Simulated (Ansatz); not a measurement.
Computed with Ansatz on PBE0-D4/def2-TZVP structures; ΔE is electronic, products minus reactants. CCSD(T)/CBS adds triple-zeta CCSD(T) − MP2 to the extrapolated MP2 energy (def2 sets, frozen cores). This one scheme is used for every species. Functionals use def2-TZVPP. Each species was taken in one conformer, which may not be the lowest.

Consider the ligand exchange at the Si–C bond: `C[SiH2]SS` + H–F → `F[SiH2]SS` + CH₄.

```
        level  ΔE (kcal/mol)
    revPBE-D4          -29.6
HF/def2-TZVPP          -36.7
```

Q: What does CCSD(T)/CBS give? (Best estimate.)

A: Computed: -31.9 kcal/mol. The listed levels differ from it by 2.3, -4.8 kcal/mol.

Largest T1 diagnostic among the species: 0.012.

At CCSD(T), def2-SVP lies +0.9 kcal/mol from the extrapolated value and def2-TZVPP −0.2 kcal/mol. The D4 term adds +1.8 kcal/mol with B3LYP and +1.1 kcal/mol with PBE0; it sums over pairs of atoms, weighted by their polarisabilities, and B3LYP, whose exchange is more repulsive, gets the larger term. In def2-TZVPP, CCSD(T) changes the Hartree–Fock value by +4.5 kcal/mol (the triples alone add +0.5 kcal/mol) and MP2 by +4.5 kcal/mol.

B3LYP here is the variant with VWN-RPA as its local correlation; programs differ in this.
